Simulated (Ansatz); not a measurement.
`[F][Al]([F])[Br]` + CH₃OH → `C[O][Al]([F])[Br]` + H–F at 600 K and 1 bar (ligand exchange at the Al–F bond).

Program: Ansatz. Geometries: PBE0-D4/def2-TZVP. ΔE: electronic, gas phase. CCSD(T)/CBS is the MP2 limit (def2-TZVPP, def2-QZVPP) plus CCSD(T) − MP2 in def2-TZVPP, frozen cores. This one scheme is used for every species. For Br outer-core shells are correlated without core-valence functions, which leaves a few kJ/mol of doubt a bond. Scalar relativity is left out up to krypton. One conformer a species, not always the lowest.

| species | CCSD(T)/CBS energy (Eh) | H − E (kJ/mol) | S (J/(mol·K)) |
| --- | --- | --- | --- |
| `[F][Al]([F])[Br]` | -3015.14527 | 54.1 | 361.2 |
| CH₃OH | -115.61712 | 163.6 | 277.3 |
| `C[O][Al]([F])[Br]` | -3030.35080 | 176.3 | 445.5 |
| H–F | -100.39570 | 42.3 | 194.0 |

H − E and S are ideal-gas, rigid-rotor, harmonic terms from PBE0-D4/def2-TZVP, for one conformer and one mirror image of each species. 1 Eh = 2625.50 kJ/mol, R = 8.31446 J/(mol·K).

Q: By hand: ΔE, ΔH, ΔS and ΔG.

A: ΔE = (-3030.35080) + (-100.39570) − (-3015.14527) − (-115.61712) = 0.01589 Eh = 41.7 kJ/mol. Δ(H − E) = 176.3 + 42.3 − 54.1 − 163.6 = 0.9, so ΔH = 42.6 kJ/mol. ΔS = 445.5 + 194.0 − 361.2 − 277.3 = 1.0 J/(mol·K). ΔG = 42.6 − 600 × (1.0)/1000 = 42.0 kJ/mol.

Q: By hand: the equilibrium constant, and the temperature at which ΔG would vanish if ΔH and ΔS stayed fixed.

A: log₁₀ K = −ΔG/(RT ln 10) = -3.7. ΔG = 0 at ΔH/ΔS = 42600 K, far beyond where these terms or the molecules hold.

The number of gas molecules stays the same, so ΔS is small and ΔH decides. A doubt of 5 kJ/mol in ΔE shifts log₁₀ K by 0.4 here. Other conformers and mirror images would add mixing entropy, several J/(mol·K) or more a flexible species. These are equilibria of isolated gas molecules and say nothing of rates. Largest T1 diagnostic: 0.010 (customary marks: 0.02 for closed shells, 0.045 for open ones).
